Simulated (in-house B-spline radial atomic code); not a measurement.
RPA and G0W0 for Yb+, [Xe] 4f14 6s1, highest spin, as one setting changes: the highest l of the empty states. Start: PBE0. A dash marks a level of low quasi-particle weight. Computed with an all-electron radial atomic-structure program (B-spline basis): all electrons, scalar-relativistic (spin-free one-electron X2C), finite nucleus, each spin shell either full or empty, empty states to the listed l with an (l + 1/2)⁻⁴ tail; G0W0 by contour deformation at full frequency.

Without the two-electron picture change, the correlation of inner shells comes somewhat too large for so heavy an element.

RPA overbinds a lone outer s electron by self-correlation, and G0W0 tends to as well.

```json
{"highest l of the empty states": "5", "RPA summed (Eh)": "-5.5975", "RPA extrapolated (Eh)": "-6.429", "G0W0 level (eV)": "6s up -12.570"}
{"highest l of the empty states": "6", "RPA summed (Eh)": "-5.9012", "RPA extrapolated (Eh)": "-6.4228", "G0W0 level (eV)": "6s up -12.555"}
{"highest l of the empty states": "7", "RPA summed (Eh)": "-6.0625", "RPA extrapolated (Eh)": "-6.3923", "G0W0 level (eV)": "6s up -12.554"}
{"highest l of the empty states": "8", "RPA summed (Eh)": "-6.1542", "RPA extrapolated (Eh)": "-6.3717", "G0W0 level (eV)": "6s up -12.552"}
{"highest l of the empty states": "9", "RPA summed (Eh)": "?", "RPA extrapolated (Eh)": "?", "G0W0 level (eV)": "?"}
{"highest l of the empty states": "10", "RPA summed (Eh)": "?", "RPA extrapolated (Eh)": "?", "G0W0 level (eV)": "?"}
{"highest l of the empty states": "11", "RPA summed (Eh)": "-6.2631", "RPA extrapolated (Eh)": "-6.3352", "G0W0 level (eV)": "6s up -12.550"}
```

Task: What belongs in the row for 10?

Result: RPA summed (Eh): -6.2416; RPA extrapolated (Eh): -6.3429; G0W0 level (eV): 6s up -12.551.

Task: What belongs in the row for 9?

Result: RPA summed (Eh): -6.2082; RPA extrapolated (Eh): -6.3541; G0W0 level (eV): 6s up -12.551.
